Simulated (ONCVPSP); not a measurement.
What one change does to a pseudopotential (Ta, ONCV)

- Element: tantalum (Ta)
- Generator: ONCVPSP 4.0.1
- Type: optimised norm-conserving Vanderbilt (ONCV)
- Functional: PBEsol
- Relativity: scalar-relativistic
- Frozen core: [Kr] 4d10 4f14
- Valence charge: 13
- Reference configuration: 5s2 5p6 5d3 6s1.5 (charge +0.5)
- Partial waves: 5s+6s: rc 1.60 bohr, ncon 4, nbas 8, qcut 6.5 1/bohr, 2 projectors; 5p: rc 1.80 bohr, ncon 3, nbas 6, qcut 8.9 1/bohr, 1 projector; 5d: rc 2.25 bohr, ncon 3, nbas 7, qcut 8.2 1/bohr, 2 projectors, debl 1.6 Ha; f scattering state at 0.09 Ha: rc 1.85 bohr, ncon 4, nbas 7, qcut 5.5 1/bohr, 3 projectors, debl 1.9 Ha
- Local potential: polynomial inside 1.20 bohr (lpopt 5, dvloc0 0 Ha)
- Core correction: none

Change: s: qcut 8.1.

Cutoffs: the cutoffs (Ha) at which the residual kinetic energy of the hardest occupied pseudo-wave falls to 1 and 0.1 mHa per electron; they do not see the model core or the augmentation charge, which bear on the density cutoff. Errors are all-electron minus pseudo energies relative to the spin-unpolarised reference configuration.

**Question.** Predict the effect on cutoff, ghosts and configuration errors.

**Answer.** The potential gets neither clearly harder nor softer (21 Ha and 27 Ha → 23 Ha and 27 Ha); both files keep a bound ghost (f); of the 4 tests that both files solve, the error grows in 0 and shrinks in 1 by more than 15 % and 0.3 meV (median size 1.5 → 1.4 meV).

| quantity | base | changed |
| --- | --- | --- |
| cutoff, loose | 21 Ha | 23 Ha |
| cutoff, tight | 27 Ha | 27 Ha |
| loose cutoff by channel | s 18 Ha, p 21 Ha, d 13 Ha | s 23 Ha, p 21 Ha, d 13 Ha |
| bound ghosts | f | f |
| GHOST(+) flags under 300 eV | s at 121.2 eV | s at 153.9 eV |
| error for 5s2 5p6 5d3 6s2, meV [ΔE -3.48 eV] | +1.2 | +1.3 |
| error for 5s2 5p6 5d3 6s1, meV [ΔE 5.03 eV] | -1.5 | -1.4 |
| error for 5s2 5p6 5d3 6s0, meV [ΔE 20.00 eV] | -1.6 | -0.7 |
| error for 5s2 5p6 5d3 6s1 6p1, meV [ΔE 0.74 eV] | +60 | +60 |
| s: phases at 1.63 bohr within 0.05 rad from the reference energy up to (Ha; the scan ends near 5) | 4.1 | to the end of the scan |
| p: phases at 1.83 bohr within 0.05 rad from the reference energy up to (Ha; the scan ends near 5) | 0.5 | 0.5 |
| d: phases at 2.29 bohr within 0.05 rad from the reference energy up to (Ha; the scan ends near 5) | to the end of the scan | to the end of the scan |
| f: phases at 1.88 bohr within 0.05 rad from the reference energy up to (Ha; the scan ends near 5) | to the end of the scan | to the end of the scan |

Base: The cutoffs count occupied waves only; projector 3 of the f channel, the hardest unoccupied one, needs 102 Ha at the loose tolerance. Changed file: The cutoffs count occupied waves only; projector 3 of the f channel, the hardest unoccupied one, needs 102 Ha at the loose tolerance. A true bound ghost makes a file unfit for plane-wave use even where its test errors are small: the radial tests pick states by their node count and pass the ghost by.
